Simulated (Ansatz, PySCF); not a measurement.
Gas-phase reaction in SMILES: SS (H2S2) → [S-]S + H+
Structures are relaxed separately at B3LYP-D3(BJ)/def2-TZVP in Ansatz (a first-principles code), one conformer each, not searched for the lowest.

Quantity: gas-phase deprotonation energy (enthalpy at 298 K, with B3LYP-D3(BJ) rigid-rotor harmonic-oscillator terms from PySCF), in kJ/mol. Cores are frozen in the correlated levels unless marked. Spin-orbit coupling is left out. Non-relativistic. Anions need diffuse functions: aug- sets have them; def2-D sets add few; the other sets have none. Basis-set limits of correlation are two-point, X^-3; Hartree-Fock from the larger set.

```json
[
 {"level": "HF/STO-3G", "program": "Ansatz", "gas-phase deprotonation energy (kJ/mol)": "1993.8", "minus last row": "558.1"},
 {"level": "HF-D3(BJ)/def2-TZVPD", "program": "PySCF + dftd3", "gas-phase deprotonation energy (kJ/mol)": "1460.6", "minus last row": "24.9"},
 {"level": "BLYP/def2-TZVPD", "program": "Ansatz", "gas-phase deprotonation energy (kJ/mol)": "1428.3", "minus last row": "-7.4"},
 {"level": "revPBE/def2-TZVPD", "program": "Ansatz", "gas-phase deprotonation energy (kJ/mol)": "1439.6", "minus last row": "3.9"},
 {"level": "B97M-V/def2-TZVPD", "program": "Ansatz", "gas-phase deprotonation energy (kJ/mol)": "1439.0", "minus last row": "3.3"},
 {"level": "PBE0/def2-TZVPD", "program": "Ansatz", "gas-phase deprotonation energy (kJ/mol)": "1438.8", "minus last row": "3.1"},
 {"level": "MN15-D3(BJ)/def2-TZVPD", "program": "PySCF + dftd3", "gas-phase deprotonation energy (kJ/mol)": "1435.3", "minus last row": "-0.4"},
 {"level": "B2GP-PLYP-D3(BJ)/def2-TZVPD", "program": "Ansatz + dftd3", "gas-phase deprotonation energy (kJ/mol)": "1432.4", "minus last row": "-3.3"},
 {"level": "MP2/def2-QZVPP", "program": "Ansatz", "gas-phase deprotonation energy (kJ/mol)": "1438.5", "minus last row": "2.8"},
 {"level": "MP2/CBS(def2-TZVPPD,def2-QZVPPD)", "program": "Ansatz", "gas-phase deprotonation energy (kJ/mol)": "1427.4", "minus last row": "-8.3"},
 {"level": "RI-MP2/CBS(aug-cc-pV(T+d)Z,aug-cc-pV(Q+d)Z)", "program": "Ansatz", "gas-phase deprotonation energy (kJ/mol)": "1425.6", "minus last row": "-10.1"},
 {"level": "SCS-MP2/6-31G*", "program": "Ansatz", "gas-phase deprotonation energy (kJ/mol)": "1454.3", "minus last row": "18.6"},
 {"level": "SCS-MP2/def2-SVPD", "program": "Ansatz", "gas-phase deprotonation energy (kJ/mol)": "1434.4", "minus last row": "-1.3"},
 {"level": "SCS-MP2/cc-pV(T+d)Z", "program": "Ansatz", "gas-phase deprotonation energy (kJ/mol)": "1469.0", "minus last row": "33.3"},
 {"level": "CCSD/cc-pV(T+d)Z", "program": "Ansatz", "gas-phase deprotonation energy (kJ/mol)": "1471.3", "minus last row": "35.6"},
 {"level": "CCSD(T)/6-31G*", "program": "Ansatz", "gas-phase deprotonation energy (kJ/mol)": "1460.3", "minus last row": "24.6"},
 {"level": "CCSD(T)/aug-cc-pV(D+d)Z", "program": "Ansatz", "gas-phase deprotonation energy (kJ/mol)": "1438.4", "minus last row": "2.7"},
 {"level": "CCSD(T)/cc-pV(D+d)Z", "program": "Ansatz", "gas-phase deprotonation energy (kJ/mol)": "1508.2", "minus last row": "72.5"},
 {"level": "CCSD(T)/cc-pVDZ", "program": "PySCF", "gas-phase deprotonation energy (kJ/mol)": "1501.5", "minus last row": "65.8"},
 {"level": "CCSD(T)/def2-SVPD", "program": "Ansatz", "gas-phase deprotonation energy (kJ/mol)": "1437.1", "minus last row": "1.4"},
 {"level": "CCSD(T)/CBS(def2-TZVPPD,def2-QZVPPD)", "program": "Ansatz", "gas-phase deprotonation energy (kJ/mol)": "1435.7", "minus last row": "0.0"}
]
```
